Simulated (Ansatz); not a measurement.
Reaction (ligand exchange at the Si–C bond): `C=C(Cl)[SiH2][SiH3]` + `[OH][SnH3]` → `[SiH3][SiH2][O][SnH3]` + `C=CCl`

Program: Ansatz. Geometries: PBE0-D4/def2-TZVP. ΔE: electronic, gas phase. CCSD(T)/CBS adds triple-zeta CCSD(T) − MP2 to the extrapolated MP2 energy (def2 sets, frozen cores). This one scheme is used for every species. DFT in def2-TZVPP. B3LYP here is the variant with VWN-RPA as its local correlation; programs differ in this. def2 core potentials past Kr. For Sn outer-core shells are correlated without core-valence functions, which leaves a few kJ/mol of doubt a bond. One conformer a species, not always the lowest.

`C=C(Cl)[SiH2][SiH3]`:

Cartesian coordinates in Å:
```
C -1.545 0.594 1.711
C -0.325 0.319 1.272
Cl 0.775 -0.594 2.268
Si 0.369 0.793 -0.402
Si 0.899 -1.132 -1.624
H -1.901 0.273 2.684
H -2.224 1.163 1.085
H -0.667 1.600 -1.103
H 1.587 1.623 -0.202
H -0.304 -1.997 -1.745
H 1.985 -1.895 -0.956
H 1.351 -0.745 -2.988
```

`[OH][SnH3]`:

```xyz
6

O    -0.482   -1.247   -0.684
Sn    0.321    0.330    0.181
H    -1.441   -1.236   -0.676
H    -0.197    0.378    1.809
H    -0.190    1.728   -0.660
H     1.988    0.046    0.030
```

`[SiH3][SiH2][O][SnH3]`:

Z-matrix (Å, degrees):
```
Si
Si 1 2.342
H 1 1.489 2 111.0
H 1 1.489 2 111.0 3 -120.6
H 1 1.490 2 109.8 3 119.7
O 2 1.632 1 109.1 3 60.3
H 2 1.496 1 109.6 3 -61.7
H 2 1.496 1 109.6 3 -177.7
Sn 6 1.965 2 135.8 1 180.0
H 9 1.699 6 103.8 2 -179.8
H 9 1.704 6 106.6 2 60.4
H 9 1.704 6 106.6 2 -60.0
```

`C=CCl`:

Cartesian coordinates in Å:
```
C 0.585 -0.385 -0.234
C -0.505 0.176 0.254
Cl -0.934 1.819 -0.026
H 1.288 0.162 -0.850
H 0.791 -1.426 -0.016
H -1.224 -0.347 0.872
```

CCSD(T)/CBS gives -96.8 kJ/mol.

Another level gave -102.3 kJ/mol. Which?
A. B3LYP/def2-TZVPP
B. PBE/def2-TZVPP
C. MP2/def2-TZVPP
D. HF/def2-TZVPP

A. B3LYP -102.3, MP2/def2-TZVPP -95.4, PBE -85.3, HF/def2-TZVPP -122.2 kJ/mol.

Largest T1 diagnostic among the species: 0.014.

The D4 term adds +5.1 kJ/mol with B3LYP and +2.8 kJ/mol with PBE0; it sums over pairs of atoms, weighted by their polarisabilities, and B3LYP, whose exchange is more repulsive, gets the larger term. From PBE to PBE0 (25 % exact exchange), in def2-TZVPP and without D4, ΔE moves by −6.4 kJ/mol. In def2-TZVPP, CCSD(T) changes the Hartree–Fock value by +24.6 kJ/mol (the triples alone add +4.4 kJ/mol) and MP2 by +26.8 kJ/mol.
